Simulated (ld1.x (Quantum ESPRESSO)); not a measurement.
**Building the PAW potential for silver (PBE, scalar-relativistic).**

```
Element                 : silver
Generator               : ld1.x (Quantum ESPRESSO) 7.5
Type                    : PAW
Functional              : PBE
Relativity              : scalar-relativistic
Frozen core             : [Ar] 3d10 4s2
Valence charge          : 17
Reference configuration : 4p6 4d9 5s0 5p0 (charge +2)
Partial waves           : 5s (bound, empty): rcut 1.85, rcutus 2.10 bohr; 5s channel at 0.1 Ry: rcut 1.85, rcutus 2.10 bohr; 4p (bound): rcut 1.30, rcutus 1.50 bohr; 5p (bound, empty): rcut 1.30, rcutus 1.50 bohr; 4d (bound): rcut 1.10, rcutus 1.50 bohr; 4d channel at -1.65 Ry: rcut 1.10, rcutus 1.50 bohr; 4f channel at -0.05 Ry: rcut 1.85, rcutus 2.05 bohr; 4f channel at 1.7 Ry: rcut 1.85, rcutus 2.05 bohr
Local potential         : all-electron potential smoothed inside 1.70 bohr (lloc = -1)
Core correction         : Bessel-smoothed model core, default radius (core density twice the valence density)
Augmentation charge     : BESSEL, radius 1.20 bohr
```

All-electron outer shells of the reference configuration (PBE, scalar-relativistic, ld1.x):

| shell | level (eV) | outermost node (bohr) | outermost maximum (bohr) |
| --- | --- | --- | --- |
| 4s | -117.60 | 0.44 | 0.82 |
| 4p | -80.98 | 0.44 | 0.87 |
| 4d | -28.89 | 0.43 | 1.03 |
| 5s | -20.79 | 1.09 | 2.23 |
| 5p | -14.35 | 1.22 | 2.68 |

Calculated quality:

| Property | Result |
| --- | --- |
| Cutoffs needed | 60 Ry and 100 Ry (the cutoffs (Ry, on a coarse ladder) from which the occupation-weighted sum of valence levels, in a spherical-Bessel basis at the reference potential, stays within 10 and 1 mRy of its value at 400 Ry) |
| Ghost test | ghost state, extra bound levels that the all-electron valence spectrum of the same l lacks: s at -47.3 eV; a true bound ghost makes a file unfit for plane-wave use (spherical-Bessel basis up to 400 Ry, 20 bohr box) |
| Configuration tests | test run stopped at test 1 of 7 (negative rho) |
| Lowest eigenvalue of the overlap operator | 0.16 (p channel) |

Generation and tests took about 2.1 s on one core of a shared server CPU.
